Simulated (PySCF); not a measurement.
## Electronic structure of I²⁺ (iodine, charge +2) at the HSE06 level

Configuration: [Kr] 4d10 5s2 5p3, high-spin 4S determinant. Calculation: PySCF 2.14, in def2-QZVPPD with the def2 core potential (28 electrons) (8s7p5d4f1g, 91 functions); scalar relativity through the core potential.

```json
{
 "Total energy": "-296.6133 hartree",
 "One-electron energy": "-499.6067 hartree",
 "Hartree (Coulomb) energy": "224.6389 hartree",
 "Exchange-correlation energy": "-21.6455 hartree",
 "⟨S²⟩": "3.7506",
 "⟨L²⟩": "0.000",
 "Sum of ⟨r⟩": "25.93 bohr",
 "Sum of ⟨r²⟩": "39.52 bohr²",
 "Time after the integrals": "of the order of 5 core-seconds"
}
```

| shell | electrons | mean orbital energy (hartree) | rms radius, mean of both spins (bohr) |
| --- | --- | --- | --- |
| 4s α | 1 | -7.66213 | 0.792 |
| 4s β | 1 | -7.64662 | 0.792 |
| 4p α | 3 | -5.66819 | 0.850 |
| 4p β | 3 | -5.65248 | 0.850 |
| 4d α | 5 | -2.69397 | 0.987 |
| 4d β | 5 | -2.67624 | 0.987 |
| 5s α | 1 | -1.42923 | 1.99 |
| 5s β | 1 | -1.29791 | 1.99 |
| 5p α | 3 | -0.97255 | 2.33 |

Energies and moments cover only the electrons outside the core potential.
